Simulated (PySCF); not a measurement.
# Spinor energies of Nb²⁷⁺ (niobium, charge +27)

Start: [Ne] 3s2 3p2; 3p1/2 filled at m_j = -1/2, +1/2. Calculated with PySCF 2.14 in an even-tempered Gaussian basis (19 s from 4 bohr⁻², ratio 2.4; 13 p from 5.2 bohr⁻², ratio 2.4; 5 d from 19 bohr⁻², ratio 2.6; 4 f from 29 bohr⁻², ratio 2.6): generalised Hartree-Fock with the X2C-1e Hamiltonian and a Gaussian nucleus; one run each with spin-orbit coupling (SO) switched off, then screened by Boettger's factors.

```
spinor shell  electrons  ε, spin-free (eV)  ε, screened SO (eV)  weight of nominal j (screened SO)  rms radius, screened SO (bohr)
       1s1/2          2           -20420.1             -20417.3                              1.000                          0.0415
       2s1/2          2            -4016.4              -4014.9                              1.000                           0.168
       2p1/2          2            -3724.4              -3795.6                              1.000                           0.146
       3s1/2          2            -1506.8              -1506.1                              1.000                           0.413
       3p1/2          2            -1427.1              -1435.7                              1.000                           0.400
```

(1) Where does 2p3/2 lie, and what is the 2p spin-orbit splitting (screened SO)?

```tsv
quantity	spin-free	screened SO
E (hartree)	-3305.28752	-3306.53161
M_J	0	0
⟨J²⟩	2.001	0.000
⟨L²⟩	2.001	1.335
⟨S²⟩	2.000	1.335
```

Breit and QED terms are absent; they matter most for the inner s and p1/2 levels.

Densities and radii are taken from the X2C orbitals without a picture-change correction, which distorts them close to the nucleus.

Without spin-orbit coupling the j labels of p, d and f shells carry no meaning; the spin-free column gives the mean over the occupied spinors of each nl shell.

## Answers

(1) At -3688.9 eV, 106.62 eV above 2p1/2.
